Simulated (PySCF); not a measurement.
C3H4ClNSi, SMILES Cl[Si@@H]1C=CN=C1. Geometry optimised at PBE0-D3(BJ)/def2-SVP. The structure was generated by enumeration; whether it is a known compound was not checked.

Computed equilibrium geometry at PBE0-D3(BJ)/def2-SVP (PySCF confirms it by a frequency run) as bond lengths and angles:
Atoms: Cl1 Si2 C3 C4 N5 C6 H7 H8 H9 H10. Bonds (Å): Cl1–Si2 2.067, Si2–C3 1.856, Si2–C6 1.904, Si2–H7 1.489, C3–C4 1.346, C3–H8 1.090, C4–N5 1.432, C4–H9 1.095, N5–C6 1.281, C6–H10 1.098. Angles (°): Cl1–Si2–C3 115.1, Cl1–Si2–C6 113.3, Cl1–Si2–H7 107.8, C3–Si2–C6 89.2, C3–Si2–H7 116.1, C6–Si2–H7 114.7, Si2–C3–C4 105.6, Si2–C3–H8 131.9, C4–C3–H8 122.5, C3–C4–N5 121.0, C3–C4–H9 124.5, N5–C4–H9 114.5, C4–N5–C6 113.7, Si2–C6–N5 110.6, Si2–C6–H10 130.6, N5–C6–H10 118.8.
Charge 0, spin multiplicity 1.
